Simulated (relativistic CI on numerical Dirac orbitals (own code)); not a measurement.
# Transition arrays of Co7+

Computed by Dirac-Coulomb-Breit CI, orbitals from a KLI potential per configuration, model QED, valence Slater integrals scaled by 0.9, whole transition arrays (own radial code, finite nucleus).

CI space (outside the closed core [Ne] 3s2): 3p6.3d2, 3p6.3d.4f, 3p5.3d3, 3p6.3d.4p, 3p6.3d.5f. Levels of other configurations are missing.

All E1 lines from the levels of 3p6.3d2; mean and standard deviation are weighted by gf, and upper levels are sorted by their leading configuration.

```csv
Upper configuration,Lines,Σgf,Mean (eV),Mean (nm),σ (eV),Strongest line (nm)
3p6.3d.4f,81,53.7,99.38,12.476,1.72,12.274
3p5.3d3,466,120.5,77.35,16.028,5.35,15.468
3p6.3d.4p,60,10.3,66.41,18.669,1.40,19.015
3p6.3d.5f,81,26.1,119.16,10.405,1.80,10.512
```

Σgf per state of the lower configuration in bins of 0.2 nm over the central range (centre: value): 10.3: 0.26, 10.5: 0.28, 10.7: 0.02, 11.1: 0.02, 12.3: 0.55, 12.5: 0.36, 12.7: 0.19, 12.9: 0.06, 13.3: 0.03, 14.7: 0.08, 14.9: 0.34, 15.1: 0.19, 15.3: 0.19, 15.5: 0.41, 15.7: 0.01, 15.9: 0.52, 16.3: 0.01, 16.5: 0.11, 16.7: 0.17, 16.9: 0.08, 17.1: 0.13, 17.7: 0.21, 17.9: 0.10, 18.3: 0.08, 18.5: 0.04, 18.7: 0.01, 18.9: 0.05, 19.1: 0.09.

Problem. How do configuration mixing and the scaling of the Slater integrals move the arrays?

Solution. Slater scale 0.9, no configuration mixing: 3p6.3d.4f 99.1 ± 1.6 eV (Σgf 37.7), 3p5.3d3 77.3 ± 5.1 eV (Σgf 142.9), 3p6.3d.4p 66.5 ± 1.5 eV (Σgf 6.5), 3p6.3d.5f 119.0 ± 1.7 eV (Σgf 17.1); Slater scale 1: 3p6.3d.4f 99.5 ± 1.9 eV (Σgf 56.7), 3p5.3d3 79.0 ± 5.9 eV (Σgf 120.0), 3p6.3d.4p 66.4 ± 1.6 eV (Σgf 10.1), 3p6.3d.5f 119.2 ± 2.0 eV (Σgf 27.4); Slater scale 0.8: 3p6.3d.4f 99.3 ± 1.5 eV (Σgf 51.0), 3p5.3d3 75.7 ± 4.8 eV (Σgf 120.5), 3p6.3d.4p 66.5 ± 1.3 eV (Σgf 10.5), 3p6.3d.5f 119.1 ± 1.6 eV (Σgf 25.0). With mixing, levels are counted to their leading configuration, so an array can shrink or vanish into another, and the sums then hold other lines.
